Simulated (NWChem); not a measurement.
Species: C$_{2}$H$_{5}$ClOSi; SMILES O1C[SiH](Cl)C1

```xyz
10

Cl    -0.1997    -2.0443     0.0000
Si     0.5861    -0.1292     0.0000
C     -0.1241     1.2117    -1.1321
O     -0.1052     2.0939     0.0000
C     -0.1241     1.2117     1.1321
H      2.0706    -0.2590     0.0000
H      0.4745     1.6240    -1.9591
H     -1.1518     1.0211    -1.4966
H     -1.1518     1.0211     1.4966
H      0.4745     1.6240     1.9591
```
Atoms are numbered in this order, from 1.

Level: PBE0/def2-SVP (NWChem), optimised geometry, unscaled harmonic frequencies. 

Task: List the harmonic frequencies with IR intensities, and the thermochemistry.

Result: 
```csv
frequency (cm⁻¹),IR intensity (km/mol)
76,11.5
178,5.4
233,0.1
400,3.5
583,100.4
596,9.7
702,26.4
754,45.3
780,66.1
828,33.4
881,46.7
966,49.7
1070,107.6
1163,3.6
1196,7.1
1223,0.6
1256,1.3
1445,0.7
1469,2.6
2249,115.2
3033,38.6
3040,23.7
3136,12.8
3136,9.5
```

```json
{
  "zero_point_energy": "43.4 kcal/mol",
  "thermal correction to the enthalpy at 298.15 K (with zero-point energy)": "47.7 kcal/mol",
  "heat capacity Cv": "20.2 cal/(mol K)",
  "entropy at 298.15 K and 1 atm (symmetry number 1)": "78.4 cal/(mol K)",
  "dipole_moment": "0.44 D"
}
```

Rigid rotor and harmonic oscillator; modes under 100 cm⁻¹ make the entropy uncertain.
